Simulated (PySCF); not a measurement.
How the method changes the constants of TeN

State: ²Π (doublet), unpaired electrons π ↑. Set-up: Te def2-SVPD with ECP28, N def2-SVPD; scalar-relativistic core potentials (PySCF 2.14). De refers to Te + N in their high-spin ground configurations, without counterpoise correction. The functionals are run spin-unrestricted. A positive dipole means Te(−)N(+). Levels whose curve was spin-contaminated or gave no clean fit are not listed.

```tsv
Level	Re (Å)	ωe (cm⁻¹)	De (eV)	μ (D)
ROHF-MP2	1.875	718	2.16	n/a
ROHF-SCS-MP2	1.883	715	2.06	n/a
PBE	1.886	796	3.48	-2.63
PW91	1.885	796	3.50	-2.64
BP86	1.889	792	3.50	-2.61
```

The bond length runs from 1.875 Å (ROHF-MP2) to 1.889 Å (BP86). De spans 2.06 eV (ROHF-SCS-MP2, perturbation theory) to 3.50 eV (BP86, GGA).

Correlated steps freeze 5 core orbitals. Correlated levels converge slowly with the basis: in double zeta they bind strong bonds too weakly, by up to about 1 eV, and carry superposition errors of some tenths. Spin–orbit coupling is left out, which matters for elements this heavy, above all for dissociation energies. The state is the lowest determinant that a PBE0 search found; another state may lie lower at other levels.
